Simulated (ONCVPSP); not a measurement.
## What one change does to a pseudopotential (Sc (Z = 21), ONCV)

ONCVPSP 4.0.1 input, shortened (lines: element, Z, core and valence counts, functional; n l f; lmax; l rc ep ncon nbas qcut; lloc lpopt rc5 dvloc0; l nproj debl; icmod fcfact rcfact), PBE, scalar-relativistic:

```
  Sc 21.00    3    4        4      upf
    1    0    2.00
    2    0    2.00
    2    1    6.00
    3    0    2.00
    3    1    6.00
    3    2    1.00
    4    0    1.00
    2
    0    1.75    0.00    3    6    6.10
    1    1.15    0.00    5   10    8.60
    2    2.15    0.00    4    9    6.80
    4    5    1.10    0.00
    0    2    1.70
    1    1    1.90
    2    3    2.30
    3    2.00    1.20
```

All-electron outer shells of the reference configuration (PBE, scalar-relativistic, ld1.x):

```csv
shell,level (eV),outermost node (bohr),outermost maximum (bohr)
2p,-395.28,–,0.23
3s,-62.04,0.42,0.92
3p,-40.62,0.39,0.97
3d,-9.97,–,1.10
4s,-9.73,1.32,2.91
```

Change: s: qcut 3.8.

Cutoffs: the cutoffs (Ha) at which the residual kinetic energy of the hardest occupied pseudo-wave falls to 1 and 0.1 mHa per electron; they do not see the model core or the augmentation charge, which bear on the density cutoff. Errors are all-electron minus pseudo energies relative to the spin-unpolarised reference configuration.

Task: Predict the effect on cutoff, ghosts and configuration errors.

Result: The potential gets neither clearly harder nor softer (29 Ha and 55 Ha → 29 Ha and 55 Ha); the p channel sets the loose cutoff, while the largest relative change is in s, which becomes softer; of the 4 tests that both files solve, the error grows in 1 and shrinks in 1 by more than 15 % and 0.3 meV (median size 15.2 → 12.7 meV); the range in which the s phases agree narrows (upper end 5.0 → 3.8); neither file shows a bound ghost.

| quantity | base | changed |
| --- | --- | --- |
| cutoff, loose | 29 Ha | 29 Ha |
| cutoff, tight | 55 Ha | 55 Ha |
| loose cutoff by channel | s 11 Ha, p 29 Ha, d 18 Ha | s 6.4 Ha, p 29 Ha, d 18 Ha |
| bound ghosts | none | none |
| GHOST(+) flags under 300 eV | none | none |
| error for 3s2 3p6 3d1 4s2, meV [ΔE -6.90 eV] | +0.3 | +0.1 |
| error for 3s2 3p6 3d1 4s0, meV [ΔE 12.77 eV] | -1.9 | -2.2 |
| error for 3s2 3p6 3d0 4s0, meV [ΔE 37.64 eV] | +173 | +173 |
| error for 3s2 3p5 3d1 4s2, meV [ΔE 33.28 eV] | -29 | -23 |
| s: phases at 1.78 bohr within 0.05 rad from the reference energy up to (Ha; the scan ends near 5) | 5.0 | 3.8 |
| p: phases at 1.16 bohr within 0.05 rad from the reference energy up to (Ha; the scan ends near 5) | 4.3 | 4.3 |
| d: phases at 2.18 bohr within 0.05 rad from the reference energy up to (Ha; the scan ends near 5) | to the end of the scan | to the end of the scan |
| rms error of d²Exc/dni dnj with the model core, mHa | 0.96 | 1.13 |
